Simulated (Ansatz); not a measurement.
NiP₂H₆Br₂⁺, that is NiBr2(PH3)2 with one electron fewer. The state is a doublet with charge 1. Geometry PBE-D4/def2-SVP, that of the neutral singlet; atoms count from 1.

```xyz
11

Ni   -0.0857    0.0402   -0.0387
Br   -0.4549   -1.0399   -2.0438
Br    0.3960    1.0462    1.9930
P    -1.1943   -1.4605    1.0539
H    -2.1520   -1.0369    2.0281
H    -0.4169   -2.3213    1.8923
H    -1.9616   -2.4492    0.3587
P     1.1426    1.4916   -1.0702
H     0.8384    1.8638   -2.4167
H     2.5028    1.0894   -1.2678
H     1.3856    2.7764   -0.4887
```

(1) Estimate the Mulliken populations from the PBE0/def2-TZVP orbitals of Ansatz.

(2) Where does the spin sit?

(3) And the Mayer bond orders between heavy atoms (over 0.3)?

Answers

(1) 
```
atom  charge (e)  spin (α − β)  d electrons
 Ni1        0.02          0.91         8.58
 Br2       -0.13          0.09            –
 Br3       -0.13          0.08            –
  P4        0.11         -0.03            –
  H5        0.17          0.00            –
  H6        0.17          0.00            –
  H7        0.17          0.00            –
  P8        0.11         -0.03            –
  H9        0.17          0.00            –
 H10        0.17          0.00            –
 H11        0.17          0.00            –
```
Mulliken values depend strongly on the basis.

(2) Summed by element: Ni 0.91, Br 0.16, P -0.06, H -0.01, of 1 unpaired in all. Largest on single atoms: Ni1 0.91, Br2 0.09, Br3 0.08.

(3) Ni1–Br2 1.03 (2.31 Å); Ni1–Br3 1.00 (2.32 Å); Ni1–P4 0.77 (2.16 Å); Ni1–P8 0.77 (2.16 Å).
